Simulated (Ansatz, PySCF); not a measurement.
C4H4S2, SMILES C=C1SC=CS1. Atoms are numbered in the order given.

```xyz
10

C      0.0000     0.0000     2.2943
C      0.0000     0.0000     0.9477
S      0.0000     1.4850    -0.0362
C      0.0000     0.6722    -1.5885
C      0.0000    -0.6722    -1.5885
S      0.0000    -1.4850    -0.0362
H      0.0000    -0.9360     2.8546
H      0.0000     0.9360     2.8546
H      0.0000     1.2952    -2.4834
H      0.0000    -1.2952    -2.4834
```
Charge 0, spin multiplicity 1.

Geometry: TPSSh-D3(BJ)/def2-SVP.

Two levels are set side by side: PBE-D3(BJ)/def2-SVP (Ansatz, a quantum-chemistry and plane-wave program) and TPSSh-D3(BJ)/def2-SVP (PySCF). Each level has its own optimised geometry; the coordinates shown are those of the second. Frequencies come from the Hessian of PySCF at each geometry. Differences are taken from unrounded values.

```json
[
 {"quantity": "mean bond length (Å)", "TPSSh-D3(BJ)": "1.412", "PBE-D3(BJ)": "1.418", "PBE-D3(BJ) minus TPSSh-D3(BJ)": "0.006"},
 {"quantity": "bond C1–C2 (Å)", "TPSSh-D3(BJ)": "1.347", "PBE-D3(BJ)": "1.354", "PBE-D3(BJ) minus TPSSh-D3(BJ)": "0.008"},
 {"quantity": "bond C2–S3 (Å)", "TPSSh-D3(BJ)": "1.781", "PBE-D3(BJ)": "1.785", "PBE-D3(BJ) minus TPSSh-D3(BJ)": "0.004"},
 {"quantity": "bond C2–S6 (Å)", "TPSSh-D3(BJ)": "1.781", "PBE-D3(BJ)": "1.785", "PBE-D3(BJ) minus TPSSh-D3(BJ)": "0.004"},
 {"quantity": "bond S3–C4 (Å)", "TPSSh-D3(BJ)": "1.752", "PBE-D3(BJ)": "1.754", "PBE-D3(BJ) minus TPSSh-D3(BJ)": "0.001"},
 {"quantity": "bond C4–C5 (Å)", "TPSSh-D3(BJ)": "1.344", "PBE-D3(BJ)": "1.353", "PBE-D3(BJ) minus TPSSh-D3(BJ)": "0.009"},
 {"quantity": "bond C5–S6 (Å)", "TPSSh-D3(BJ)": "1.752", "PBE-D3(BJ)": "1.754", "PBE-D3(BJ) minus TPSSh-D3(BJ)": "0.001"},
 {"quantity": "bond C1–H7 (Å)", "TPSSh-D3(BJ)": "1.091", "PBE-D3(BJ)": "1.099", "PBE-D3(BJ) minus TPSSh-D3(BJ)": "0.008"},
 {"quantity": "bond C1–H8 (Å)", "TPSSh-D3(BJ)": "1.091", "PBE-D3(BJ)": "1.099", "PBE-D3(BJ) minus TPSSh-D3(BJ)": "0.008"},
 {"quantity": "bond C4–H9 (Å)", "TPSSh-D3(BJ)": "1.090", "PBE-D3(BJ)": "1.099", "PBE-D3(BJ) minus TPSSh-D3(BJ)": "0.008"},
 {"quantity": "bond C5–H10 (Å)", "TPSSh-D3(BJ)": "1.090", "PBE-D3(BJ)": "1.099", "PBE-D3(BJ) minus TPSSh-D3(BJ)": "0.008"},
 {"quantity": "highest harmonic wavenumber (cm⁻¹)", "TPSSh-D3(BJ)": "3265", "PBE-D3(BJ)": "3202", "PBE-D3(BJ) minus TPSSh-D3(BJ)": "-62"},
 {"quantity": "mean harmonic wavenumber (cm⁻¹)", "TPSSh-D3(BJ)": "1216", "PBE-D3(BJ)": "1183", "PBE-D3(BJ) minus TPSSh-D3(BJ)": "-34"},
 {"quantity": "zero-point energy (kcal/mol)", "TPSSh-D3(BJ)": "41.73", "PBE-D3(BJ)": "40.58", "PBE-D3(BJ) minus TPSSh-D3(BJ)": "-1.15"}
]
```

Exact exchange shortens and stiffens bonds; PBE has none. Differences between two approximate levels are no errors against the true value.
